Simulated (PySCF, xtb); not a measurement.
Torsional profile of SMILES c1ccc(O)cc1CC (C8H10O). Scanned: dihedral C1–C2–C3–C4; all other coordinates were relaxed at GFN2-xTB. Points at φ and −φ are mirror images. Heavy atoms are numbered in the order of the SMILES CCc1cccc(O)c1, hydrogens after them in the order of the atoms that carry them; the mirror image has the same energies with the sign of each dihedral reversed.

RKS-LDA (SVWN5)/6-31G* = PySCF 2.14.0 with restricted LDA (SVWN5)/6-31G*, spherical d, density fitting // GFN2-xTB; GFN1-xTB // GFN2-xTB (xtb); RKS-B3LYP/LANL2DZ = restricted B3LYP/LANL2DZ, density fitting // GFN2-xTB (PySCF 2.14.0).

Energies in mEh, each method relative to its own lowest point.

```csv
φ / °,RKS-LDA (SVWN5)/6-31G*,GFN1-xTB,RKS-B3LYP/LANL2DZ
-150,0.6,1.7,1.0
-120,0.2,0.6,0.3
-90,0.0,0.0,0.0
-60,0.2,0.6,0.3
-30,0.7,1.8,1.1
0,0.4,2.1,1.0
30,0.7,1.8,1.1
60,0.2,0.6,0.3
90,0.0,0.0,0.0
120,0.2,0.6,0.3
150,0.6,1.7,1.0
180,0.2,2.0,0.9
```
